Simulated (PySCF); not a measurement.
BFH, SMILES [BH]F (connectivity only; charge and spin as stated), charge +1, multiplicity 1. Geometry: PBE0-D3(BJ)/def2-TZVPD. The multiplicity is an assumed one; other spin states were not compared. The isomer is the one that the SMILES or the coordinates give; other isomers of the formula were not compared.

TDA-PBE0/def2-TZVPD in PySCF puts the lowest singlet excitations at 11.29, 11.29, 11.50, 11.64, 11.64, 14.36 eV and the lowest triplet (TDA) at 8.85 eV.

### Question
What are the lowest singlet roots from EOM-CCSD/aug-cc-pVDZ run with PySCF? (The exact figures need the calculation; the answer reports its results.)

### Answer
11.56, 11.56, 12.10, 12.12, 12.12, 14.25 eV; triplets 9.66, 9.66, 11.08 eV. S1 differs by 0.27 eV (second minus first; roots are paired by order, and the bases may differ).
